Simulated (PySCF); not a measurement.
**Correlation energy of Au⁶⁷⁺ (gold, charge +67)**

Starting occupation: [Ne] 3s2. All numbers are calculated (PySCF 2.14, X2C-1e with screened-nucleus spin-orbit coupling, Gaussian nucleus, in an uncontracted even-tempered set (17 s from 8.2 bohr⁻², ratio 2.6; 14 p from 11 bohr⁻², ratio 2.6; 6 d from 11 bohr⁻², ratio 2.8; 4 f from 150 bohr⁻², ratio 2.8)). Frozen: 1s2; 10 electrons correlated; the 50 highest virtual spinors left out.

MP2 pair energies summed by pair of shells (mhartree):

| pair | energy | share (%) |
| --- | --- | --- |
| 3s1/2-3s1/2 | -118.73 | 23.3 |
| 2p1/2-2p3/2 | -106.14 | 20.8 |
| 2p3/2-2p3/2 | -99.67 | 19.5 |
| 2p3/2-3s1/2 | -48.74 | 9.5 |
| 2p3/2-2s1/2 | -44.61 | 8.7 |
| 2p1/2-2p1/2 | -25.34 | 5.0 |
| 2p1/2-2s1/2 | -24.53 | 4.8 |
| 2p1/2-3s1/2 | -20.36 | 4.0 |
| 2s1/2-2s1/2 | -12.17 | 2.4 |
| 2s1/2-3s1/2 | -10.16 | 2.0 |

Total MP2 correlation energy: -510.45 mhartree.

The virtual space was cut to 56 spinors, which keep -448.35 of the -510.45 mhartree of MP2 correlation.

```
level  correlation energy (mhartree)
 CCSD                        -481.81
```

Diagnostics: T1 = 7.8e-05, largest double amplitude 0.079.

Cost of the coupled-cluster step: of the order of 15 core-seconds, for 10 occupied and 56 virtual spinors.

The coupled-cluster values are those of the cut space; adding the MP2 remainder, -62.10 mhartree, estimates the full space.

At this charge the one-electron X2C treatment keeps the bare 1/r₁₂, with no two-electron picture change or Breit term. The effect here is smaller than on the frozen 1s shell.
